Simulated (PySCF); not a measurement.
Identify the compound

Molecular formula: C$_{4}$H$_{12}$O$_{2}$Si. Simulated spectra:

¹H NMR (600 MHz, computed): δ 4.73 (s, 2H), 3.96 (t, 2H), 3.82 (s, 3H), 1.51 (m, 2H), 1.05 (t, 3H).

¹³C{¹H} NMR (computed): δ 69.1, 50.3, 29.9, 13.1.

All values are calculated (PySCF 2.14.0 with density-fitted response routines): GFN2-xTB geometry, GIAO PBE0/pcSseg-1 shieldings. Isolated molecule, one computed conformer, relativity neglected, fast rotation and ring inversion assumed for equivalent nuclei.

Referencing at the same level of theory: TMS for ¹H (σ = 31.72 ppm), ¹³C (σ = 186.93 ppm).

Which of these isomers gave the spectra?
A. CC(C)(C)O[SiH2]O
B. CCO[SiH2]OCC
C. CCCO[SiH2]OC
D. CC(C)O[Si@H](C)O

Results:

C. 

1. Rings plus π bonds: 0.
2. 4 carbon signals for 4 carbons: no two carbons are equivalent.
3. Carbon types of the structure: 2 × CH2, 2 × CH3, leaving 2 H on heteroatoms.
4. δC 69.1: sp3 CH2 bonded to O; the inductive effect lowers its shielding.
5. δC 50.3: methyl carbon bonded to O; pulled downfield by the heteroatom.
6. δC 29.9: sp3 CH2; saturated and bonded to C and H only.
7. δC 13.1: methyl carbon; a saturated carbon with 1 carbon neighbour and no heteroatom attached.
8. δH 3.96: hydrogen on an sp3 CH2 bonded to O; its carbon carries O, hence the downfield position.

The others: CC(C)(C)O[SiH2]O would give 2 carbon signals, not 4; CCO[SiH2]OCC would give 2 carbon signals, not 4; CC(C)O[Si@H](C)O has carbons computed at 66.0, 27.8, 27.6, 1.2, with a different DEPT pattern.

Shifts are as computed. Against solution values, carbons near 30 ppm lie about +3 ppm off and those near 130 ppm about +5 ppm. Of 1211 compounds with measured shifts, 218 miss one by over three times the rms of a fit or turn the order of signals round; such compounds aren't used in these exercises. Multiplicities follow the n + 1 count of equivalent neighbours, as no J values were calculated; m marks all less simple cases, F and P coupling included.
